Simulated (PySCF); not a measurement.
# Computed records: ClH2Si

Calculation on a computer-drawn molecule: vertical ionisation energy to the stated ion spin, frozen-core CCSD(T) at the basis limit and cheaper methods, single-reference cases, UHF for radicals, no spin-orbit; all values are single points at the evaluated structure, the first of each entry, which is the reference or a displaced copy of it and isn't optimised; the reference structure only sets the zero of the energies above reference; triples share is (T) over the correlation energy. Program: PySCF 2.14.0.

Common to all runs: charge 0; multiplicity 2; ion multiplicity 1; diffuse functions no; basis cc-pV(n+d)Z; reference is the Hartree-Fock double-zeta minimum; best is HF at quadruple zeta + MP2 correlation extrapolated from triple and quadruple zeta + CCSD(T) minus MP2 at triple zeta; basis step is the size of the change from the same recipe one zeta lower.

(1) ClH2Si

Evaluated structure:
```xyz
4
ClH2Si
Si    -2.1942     0.1040    -1.9537
Cl    -2.4443     1.9770    -1.3899
H     -3.1397    -0.1914    -3.1362
H     -2.5569    -0.9454    -0.9290
```

Reference structure:
```xyz
4
ClH2Si
Si    -2.2529     0.0836    -2.0184
Cl    -2.4333     2.0326    -1.3311
H     -3.2789    -0.1460    -3.0556
H     -2.4298    -0.8360    -0.8763
```

```
ionisation energy best                         : 8.694 eV
ionisation energy basis step                   : 0.05507 eV
energy above reference best                    : 3.234 kcal/mol
energy above reference basis step              : 0.4209 kcal/mol
total energy HF triple zeta                    : -749.6339 hartree
total energy CCSD(T) triple zeta               : -749.9751 hartree
total energy best                              : -750.0307 hartree
T1 diagnostic at triple zeta                   : 0.0128
D1 diagnostic at triple zeta                   : 0.03982
spin squared at triple zeta                    : 0.7546
ion T1 diagnostic at triple zeta               : 0.0168
ion D1 diagnostic at triple zeta               : 0.05151
triples share at triple zeta                   : 0.0371
basis functions triple zeta                    : 106
dipole magnitude HF at triple zeta             : 0.6552 debye
dipole magnitude CCSD unrelaxed at triple zeta : 0.4948 debye
dipole magnitude PBE at triple zeta            : 0.3831 debye
dipole magnitude r2SCAN at triple zeta         : 0.4436 debye
dipole magnitude B3LYP at triple zeta          : 0.4773 debye
dipole magnitude wB97X at triple zeta          : 0.5239 debye
```

Drawn bonds:
```tsv
atom	other atom	order
1	2	1
1	3	1
1	4	1
```

Triple zeta:
```tsv
method	ionisation energy (eV)	energy above reference (kcal/mol)
HF	8.507	4.01
PBE	8.627	3.084
r2SCAN	8.842	3.047
B3LYP	8.736	3.622
wB97X	8.73	3.063
MP2	8.624	3.534
CCSD	8.653	3.514
CCSD(T)	8.63	3.499
```

(2) ClH2Si

Evaluated structure:
```xyz
4
ClH2Si
Si    -2.1942     0.1040    -1.9537
Cl    -2.4519     2.0339    -1.3727
H     -3.1397    -0.1914    -3.1362
H     -2.5569    -0.9454    -0.9290
```

Reference structure:
```xyz
4
ClH2Si
Si    -2.2529     0.0836    -2.0184
Cl    -2.4333     2.0326    -1.3311
H     -3.2789    -0.1460    -3.0556
H     -2.4298    -0.8360    -0.8763
```

```
ionisation energy best                         : 8.818 eV
ionisation energy basis step                   : 0.05705 eV
energy above reference best                    : 1.902 kcal/mol
energy above reference basis step              : 0.1434 kcal/mol
total energy HF triple zeta                    : -749.6364 hartree
total energy CCSD(T) triple zeta               : -749.9776 hartree
total energy best                              : -750.0328 hartree
T1 diagnostic at triple zeta                   : 0.013
D1 diagnostic at triple zeta                   : 0.04079
spin squared at triple zeta                    : 0.7546
ion T1 diagnostic at triple zeta               : 0.01822
ion D1 diagnostic at triple zeta               : 0.05657
triples share at triple zeta                   : 0.03733
basis functions triple zeta                    : 106
dipole magnitude HF at triple zeta             : 0.9883 debye
dipole magnitude CCSD unrelaxed at triple zeta : 0.796 debye
dipole magnitude PBE at triple zeta            : 0.6626 debye
dipole magnitude r2SCAN at triple zeta         : 0.7366 debye
dipole magnitude B3LYP at triple zeta          : 0.7703 debye
dipole magnitude wB97X at triple zeta          : 0.8358 debye
```

Drawn bonds:
```tsv
atom	other atom	order
1	2	1
1	3	1
1	4	1
```

Triple zeta:
```tsv
method	ionisation energy (eV)	energy above reference (kcal/mol)
HF	8.65	2.456
PBE	8.739	1.378
r2SCAN	8.961	1.657
B3LYP	8.857	1.941
wB97X	8.862	1.798
MP2	8.753	2.121
CCSD	8.781	1.983
CCSD(T)	8.752	1.918
```

(3) ClH2Si

Evaluated structure:
```xyz
4
ClH2Si
Si    -2.2957     0.1305    -1.9736
Cl    -2.4607     2.0614    -1.3616
H     -3.2802    -0.1582    -3.1236
H     -2.4044    -0.8411    -0.8086
```

Reference structure:
```xyz
4
ClH2Si
Si    -2.2529     0.0836    -2.0184
Cl    -2.4333     2.0326    -1.3311
H     -3.2789    -0.1460    -3.0556
H     -2.4298    -0.8360    -0.8763
```

```
ionisation energy best                         : 8.551 eV
ionisation energy basis step                   : 0.0567 eV
energy above reference best                    : 1.565 kcal/mol
energy above reference basis step              : 0.1923 kcal/mol
total energy HF triple zeta                    : -749.6368 hartree
total energy CCSD(T) triple zeta               : -749.9781 hartree
total energy best                              : -750.0334 hartree
T1 diagnostic at triple zeta                   : 0.01303
D1 diagnostic at triple zeta                   : 0.03942
spin squared at triple zeta                    : 0.7547
ion T1 diagnostic at triple zeta               : 0.01742
ion D1 diagnostic at triple zeta               : 0.05366
triples share at triple zeta                   : 0.0373
basis functions triple zeta                    : 106
dipole magnitude HF at triple zeta             : 1.096 debye
dipole magnitude CCSD unrelaxed at triple zeta : 0.9112 debye
dipole magnitude PBE at triple zeta            : 0.7848 debye
dipole magnitude r2SCAN at triple zeta         : 0.8538 debye
dipole magnitude B3LYP at triple zeta          : 0.8831 debye
dipole magnitude wB97X at triple zeta          : 0.9614 debye
```

Drawn bonds:
```tsv
atom	other atom	order
1	2	1
1	3	1
1	4	1
```

Triple zeta:
```tsv
method	ionisation energy (eV)	energy above reference (kcal/mol)
HF	8.337	2.196
PBE	8.484	1.037
r2SCAN	8.693	1.337
B3LYP	8.586	1.695
wB97X	8.583	1.477
MP2	8.471	1.855
CCSD	8.507	1.68
CCSD(T)	8.484	1.62
```

(4) ClH2Si

Evaluated structure:
```xyz
4
ClH2Si
Si    -2.2773     0.1506    -1.9160
Cl    -2.4470     2.0901    -1.3618
H     -3.2602    -0.1009    -3.0945
H     -2.4230    -0.9354    -0.7488
```

Reference structure:
```xyz
4
ClH2Si
Si    -2.2529     0.0836    -2.0184
Cl    -2.4333     2.0326    -1.3311
H     -3.2789    -0.1460    -3.0556
H     -2.4298    -0.8360    -0.8763
```

```
ionisation energy best                         : 8.53 eV
ionisation energy basis step                   : 0.05579 eV
energy above reference best                    : 4.696 kcal/mol
energy above reference basis step              : 0.2098 kcal/mol
total energy HF triple zeta                    : -749.6310 hartree
total energy CCSD(T) triple zeta               : -749.9732 hartree
total energy best                              : -750.0284 hartree
T1 diagnostic at triple zeta                   : 0.01319
D1 diagnostic at triple zeta                   : 0.03953
spin squared at triple zeta                    : 0.7548
ion T1 diagnostic at triple zeta               : 0.0172
ion D1 diagnostic at triple zeta               : 0.05238
triples share at triple zeta                   : 0.0376
basis functions triple zeta                    : 106
dipole magnitude HF at triple zeta             : 0.9237 debye
dipole magnitude CCSD unrelaxed at triple zeta : 0.7598 debye
dipole magnitude PBE at triple zeta            : 0.6406 debye
dipole magnitude r2SCAN at triple zeta         : 0.7013 debye
dipole magnitude B3LYP at triple zeta          : 0.7298 debye
dipole magnitude wB97X at triple zeta          : 0.8056 debye
```

Drawn bonds:
```tsv
atom	other atom	order
1	2	1
1	3	1
1	4	1
```

Triple zeta:
```tsv
method	ionisation energy (eV)	energy above reference (kcal/mol)
HF	8.321	5.822
PBE	8.466	3.468
r2SCAN	8.674	4.211
B3LYP	8.57	4.65
wB97X	8.567	4.547
MP2	8.451	5.227
CCSD	8.486	4.844
CCSD(T)	8.464	4.698
```

(5) ClH2Si

Evaluated structure:
```xyz
4
ClH2Si
Si    -2.2329     0.1245    -2.0303
Cl    -2.4023     2.0220    -1.2863
H     -3.2732    -0.1623    -3.0125
H     -2.4099    -0.7602    -0.8545
```

Reference structure:
```xyz
4
ClH2Si
Si    -2.2529     0.0836    -2.0184
Cl    -2.4333     2.0326    -1.3311
H     -3.2789    -0.1460    -3.0556
H     -2.4298    -0.8360    -0.8763
```

```
ionisation energy best                         : 8.879 eV
ionisation energy basis step                   : 0.05913 eV
energy above reference best                    : 0.3769 kcal/mol
energy above reference basis step              : 0.1105 kcal/mol
total energy HF triple zeta                    : -749.6395 hartree
total energy CCSD(T) triple zeta               : -749.9799 hartree
total energy best                              : -750.0352 hartree
T1 diagnostic at triple zeta                   : 0.013
D1 diagnostic at triple zeta                   : 0.04197
spin squared at triple zeta                    : 0.7545
ion T1 diagnostic at triple zeta               : 0.0193
ion D1 diagnostic at triple zeta               : 0.06113
triples share at triple zeta                   : 0.037
basis functions triple zeta                    : 106
dipole magnitude HF at triple zeta             : 1.357 debye
dipole magnitude CCSD unrelaxed at triple zeta : 1.129 debye
dipole magnitude PBE at triple zeta            : 0.9675 debye
dipole magnitude r2SCAN at triple zeta         : 1.06 debye
dipole magnitude B3LYP at triple zeta          : 1.094 debye
dipole magnitude wB97X at triple zeta          : 1.17 debye
```

Drawn bonds:
```tsv
atom	other atom	order
1	2	1
1	3	1
1	4	1
```

Triple zeta:
```tsv
method	ionisation energy (eV)	energy above reference (kcal/mol)
HF	8.721	0.4688
PBE	8.784	0.617
r2SCAN	9.01	0.4335
B3LYP	8.908	0.5464
wB97X	8.92	0.3439
MP2	8.814	0.3812
CCSD	8.845	0.4639
CCSD(T)	8.812	0.4903
```

(6) ClH2Si

Evaluated structure:
```xyz
4
ClH2Si
Si    -2.2329     0.1245    -2.0303
Cl    -2.4023     2.0220    -1.2863
H     -3.3588    -0.1859    -3.0933
H     -2.4099    -0.7602    -0.8545
```

Reference structure:
```xyz
4
ClH2Si
Si    -2.2529     0.0836    -2.0184
Cl    -2.4333     2.0326    -1.3311
H     -3.2789    -0.1460    -3.0556
H     -2.4298    -0.8360    -0.8763
```

```
ionisation energy best                         : 8.89 eV
ionisation energy basis step                   : 0.05859 eV
energy above reference best                    : 1.991 kcal/mol
energy above reference basis step              : 0.1185 kcal/mol
total energy HF triple zeta                    : -749.6362 hartree
total energy CCSD(T) triple zeta               : -749.9775 hartree
total energy best                              : -750.0327 hartree
T1 diagnostic at triple zeta                   : 0.01324
D1 diagnostic at triple zeta                   : 0.04278
spin squared at triple zeta                    : 0.7547
ion T1 diagnostic at triple zeta               : 0.01935
ion D1 diagnostic at triple zeta               : 0.06094
triples share at triple zeta                   : 0.03738
basis functions triple zeta                    : 106
dipole magnitude HF at triple zeta             : 1.264 debye
dipole magnitude CCSD unrelaxed at triple zeta : 1.045 debye
dipole magnitude PBE at triple zeta            : 0.8844 debye
dipole magnitude r2SCAN at triple zeta         : 0.9728 debye
dipole magnitude B3LYP at triple zeta          : 1.009 debye
dipole magnitude wB97X at triple zeta          : 1.08 debye
```

Drawn bonds:
```tsv
atom	other atom	order
1	2	1
1	3	1
1	4	1
```

Triple zeta:
```tsv
method	ionisation energy (eV)	energy above reference (kcal/mol)
HF	8.749	2.539
PBE	8.794	1.326
r2SCAN	9.023	1.727
B3LYP	8.924	1.914
wB97X	8.942	1.844
MP2	8.831	2.267
CCSD	8.858	2.097
CCSD(T)	8.825	2.023
```

(7) ClH2Si

Evaluated structure:
```xyz
4
ClH2Si
Si    -2.2329     0.1245    -2.0303
Cl    -2.4023     2.0220    -1.2863
H     -3.3652    -0.1877    -3.0993
H     -2.4099    -0.7602    -0.8545
```

Reference structure:
```xyz
4
ClH2Si
Si    -2.2529     0.0836    -2.0184
Cl    -2.4333     2.0326    -1.3311
H     -3.2789    -0.1460    -3.0556
H     -2.4298    -0.8360    -0.8763
```

```
ionisation energy best                         : 8.891 eV
ionisation energy basis step                   : 0.05858 eV
energy above reference best                    : 2.294 kcal/mol
energy above reference basis step              : 0.1169 kcal/mol
total energy HF triple zeta                    : -749.6357 hartree
total energy CCSD(T) triple zeta               : -749.9770 hartree
total energy best                              : -750.0322 hartree
T1 diagnostic at triple zeta                   : 0.01327
D1 diagnostic at triple zeta                   : 0.04285
spin squared at triple zeta                    : 0.7548
ion T1 diagnostic at triple zeta               : 0.01936
ion D1 diagnostic at triple zeta               : 0.06094
triples share at triple zeta                   : 0.03741
basis functions triple zeta                    : 106
dipole magnitude HF at triple zeta             : 1.257 debye
dipole magnitude CCSD unrelaxed at triple zeta : 1.039 debye
dipole magnitude PBE at triple zeta            : 0.8785 debye
dipole magnitude r2SCAN at triple zeta         : 0.9667 debye
dipole magnitude B3LYP at triple zeta          : 1.003 debye
dipole magnitude wB97X at triple zeta          : 1.074 debye
```

Drawn bonds:
```tsv
atom	other atom	order
1	2	1
1	3	1
1	4	1
```

Triple zeta:
```tsv
method	ionisation energy (eV)	energy above reference (kcal/mol)
HF	8.751	2.885
PBE	8.795	1.558
r2SCAN	9.024	2.004
B3LYP	8.926	2.192
wB97X	8.944	2.14
MP2	8.832	2.594
CCSD	8.859	2.401
CCSD(T)	8.825	2.318
```

(8) ClH2Si

Evaluated structure:
```xyz
4
ClH2Si
Si    -2.2329     0.1245    -2.0303
Cl    -2.4023     2.0220    -1.2863
H     -3.3830    -0.1926    -3.1162
H     -2.4099    -0.7602    -0.8545
```

Reference structure:
```xyz
4
ClH2Si
Si    -2.2529     0.0836    -2.0184
Cl    -2.4333     2.0326    -1.3311
H     -3.2789    -0.1460    -3.0556
H     -2.4298    -0.8360    -0.8763
```

```
ionisation energy best                         : 8.893 eV
ionisation energy basis step                   : 0.05858 eV
energy above reference best                    : 3.236 kcal/mol
energy above reference basis step              : 0.1112 kcal/mol
total energy HF triple zeta                    : -749.6340 hartree
total energy CCSD(T) triple zeta               : -749.9755 hartree
total energy best                              : -750.0307 hartree
T1 diagnostic at triple zeta                   : 0.01334
D1 diagnostic at triple zeta                   : 0.04304
spin squared at triple zeta                    : 0.7549
ion T1 diagnostic at triple zeta               : 0.01938
ion D1 diagnostic at triple zeta               : 0.06093
triples share at triple zeta                   : 0.0375
basis functions triple zeta                    : 106
dipole magnitude HF at triple zeta             : 1.24 debye
dipole magnitude CCSD unrelaxed at triple zeta : 1.023 debye
dipole magnitude PBE at triple zeta            : 0.8629 debye
dipole magnitude r2SCAN at triple zeta         : 0.9502 debye
dipole magnitude B3LYP at triple zeta          : 0.9871 debye
dipole magnitude wB97X at triple zeta          : 1.057 debye
```

Drawn bonds:
```tsv
atom	other atom	order
1	2	1
1	3	1
1	4	1
```

Triple zeta:
```tsv
method	ionisation energy (eV)	energy above reference (kcal/mol)
HF	8.757	3.954
PBE	8.797	2.303
r2SCAN	9.026	2.875
B3LYP	8.929	3.067
wB97X	8.948	3.069
MP2	8.835	3.607
CCSD	8.862	3.347
CCSD(T)	8.828	3.24
```

(9) ClH2Si

Evaluated structure:
```xyz
4
ClH2Si
Si    -2.2329     0.1245    -2.0303
Cl    -2.4023     2.0220    -1.2863
H     -3.4129    -0.2008    -3.1444
H     -2.4099    -0.7602    -0.8545
```

Reference structure:
```xyz
4
ClH2Si
Si    -2.2529     0.0836    -2.0184
Cl    -2.4333     2.0326    -1.3311
H     -3.2789    -0.1460    -3.0556
H     -2.4298    -0.8360    -0.8763
```

```
ionisation energy basis step : —
```

Drawn bonds:
```tsv
atom	other atom	order
1	2	1
1	3	1
1	4	1
```

(10) ClH2Si

Evaluated structure:
```xyz
4
ClH2Si
Si    -2.3378     0.1443    -2.0603
Cl    -2.4750     1.9550    -1.3433
H     -3.2995    -0.1286    -3.0119
H     -2.3685    -0.8580    -0.9681
```

Reference structure:
```xyz
4
ClH2Si
Si    -2.2529     0.0836    -2.0184
Cl    -2.4333     2.0326    -1.3311
H     -3.2789    -0.1460    -3.0556
H     -2.4298    -0.8360    -0.8763
```

```
total energy CCSD(T) triple zeta : —
```

Drawn bonds:
```tsv
atom	other atom	order
1	2	1
1	3	1
1	4	1
```

Q: What ionisation energy basis step does the calculation give for ClH2Si (entry 9)?
A: 0.05866 eV

Q: Give the table of triple zeta values for ClH2Si (entry 9).
A: 
Triple zeta:
```tsv
method	ionisation energy (eV)	energy above reference (kcal/mol)
HF	8.767	6.072
PBE	8.801	3.852
r2SCAN	9.031	4.637
B3LYP	8.935	4.826
wB97X	8.957	4.938
MP2	8.84	5.62
CCSD	8.866	5.238
CCSD(T)	8.831	5.087
```

Q: ClH2Si (entry 10): total energy CCSD(T) triple zeta?
A: -749.9719 hartree

Further results for ClH2Si (entry 9):

```
ionisation energy best                         : 8.896 eV
energy above reference best                    : 5.118 kcal/mol
energy above reference basis step              : 0.09795 kcal/mol
total energy HF triple zeta                    : -749.6306 hartree
total energy CCSD(T) triple zeta               : -749.9726 hartree
total energy best                              : -750.0277 hartree
T1 diagnostic at triple zeta                   : 0.0135
D1 diagnostic at triple zeta                   : 0.04337
spin squared at triple zeta                    : 0.7551
ion T1 diagnostic at triple zeta               : 0.01944
ion D1 diagnostic at triple zeta               : 0.06095
triples share at triple zeta                   : 0.03765
basis functions triple zeta                    : 106
dipole magnitude HF at triple zeta             : 1.213 debye
dipole magnitude CCSD unrelaxed at triple zeta : 0.9983 debye
dipole magnitude PBE at triple zeta            : 0.8387 debye
dipole magnitude r2SCAN at triple zeta         : 0.9247 debye
dipole magnitude B3LYP at triple zeta          : 0.9628 debye
dipole magnitude wB97X at triple zeta          : 1.031 debye
```

Further results for ClH2Si (entry 10):

```
ionisation energy best                         : 8.417 eV
ionisation energy basis step                   : 0.056 eV
energy above reference best                    : 5.032 kcal/mol
energy above reference basis step              : 0.4906 kcal/mol
total energy HF triple zeta                    : -749.6316 hartree
total energy best                              : -750.0278 hartree
T1 diagnostic at triple zeta                   : 0.01251
D1 diagnostic at triple zeta                   : 0.03735
spin squared at triple zeta                    : 0.7547
ion T1 diagnostic at triple zeta               : 0.01557
ion D1 diagnostic at triple zeta               : 0.04757
triples share at triple zeta                   : 0.03645
basis functions triple zeta                    : 106
dipole magnitude HF at triple zeta             : 0.7639 debye
dipole magnitude CCSD unrelaxed at triple zeta : 0.6079 debye
dipole magnitude PBE at triple zeta            : 0.5124 debye
dipole magnitude r2SCAN at triple zeta         : 0.5652 debye
dipole magnitude B3LYP at triple zeta          : 0.5906 debye
dipole magnitude wB97X at triple zeta          : 0.6542 debye
```

Triple zeta:
```tsv
method	ionisation energy (eV)	energy above reference (kcal/mol)
HF	8.161	5.415
PBE	8.371	6.33
r2SCAN	8.566	5.304
B3LYP	8.454	5.817
wB97X	8.428	5.039
MP2	8.326	5.04
CCSD	8.364	5.367
CCSD(T)	8.348	5.513
```
